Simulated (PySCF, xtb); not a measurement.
trichloro(fluoromethyl)silane (CH₂Cl₃FSi), SMILES FC[Si](Cl)(Cl)Cl. One conformer was computed; it need not be the lowest.

Harmonic wavenumbers (cm⁻¹) from GFN2-xTB in xtb at its own minimum, in rising order: 40, 91, 120, 138, 168, 177, 306, 420, 525, 529, 684, 768, 1037, 1199, 1280, 1431, 2946, 2954.

### Question
What does B3LYP-D3(BJ)/def2-SVP (PySCF 2.14.0) give at its own minimum? (An estimate is asked for; the answer gives what the named calculation found.)

### Answer
68, 102, 156, 169, 204, 212, 327, 458, 595, 613, 736, 803, 1084, 1236, 1317, 1448, 3025, 3085. Paired by order, the mean absolute difference is 46 cm⁻¹ and the zero-point energies are 21.2 and 22.4 kcal/mol.
